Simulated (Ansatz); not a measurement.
Reaction (hydrogenolysis of the Sn–Br bond): `[OH][SnH]([F])[Br]` + H₂ → `[OH][SnH2][F]` + HBr

Program: Ansatz. Geometries: PBE0-D4/def2-TZVP. ΔE: electronic, gas phase. CCSD(T)/CBS is the MP2 limit (def2-TZVPP, def2-QZVPP) plus CCSD(T) − MP2 in def2-TZVPP, frozen cores. This one scheme is used for every species. DFT in def2-TZVPP. def2 core potentials past Kr. For Br, Sn outer-core shells are correlated without core-valence functions, which leaves a few kJ/mol of doubt a bond. Scalar relativity is left out up to krypton. Each species was taken in one conformer, which may not be the lowest.

```
             species  revPBE-D4 energy (Eh)
`[OH][SnH]([F])[Br]`            -2964.67824
                  H₂               -1.17698
     `[OH][SnH2][F]`             -391.28130
                 HBr            -2574.53963
```

Work out ΔE.

ΔE = (-391.28130) + (-2574.53963) − (-2964.67824) − (-1.17698) = 0.03429 Eh = +90.0 kJ/mol. CCSD(T)/CBS gives +91.3 kJ/mol.

Largest T1 diagnostic among the species: 0.014.

From r2SCAN to r2SCAN0 (25 % exact exchange), in def2-TZVPP and without D4, ΔE moves by −3.1 kJ/mol. Leaving LDA and LC-ωPBE aside and taking each functional with its dispersion term where it has one, the values, not all of them listed here, spread over 12.3 kJ/mol, from B97M-V to r2SCAN-D4. LDA lies −6.6 kJ/mol from PBE without D4. At CCSD(T), def2-SVP lies −17.3 kJ/mol from the extrapolated value and def2-TZVPP −11.9 kJ/mol.
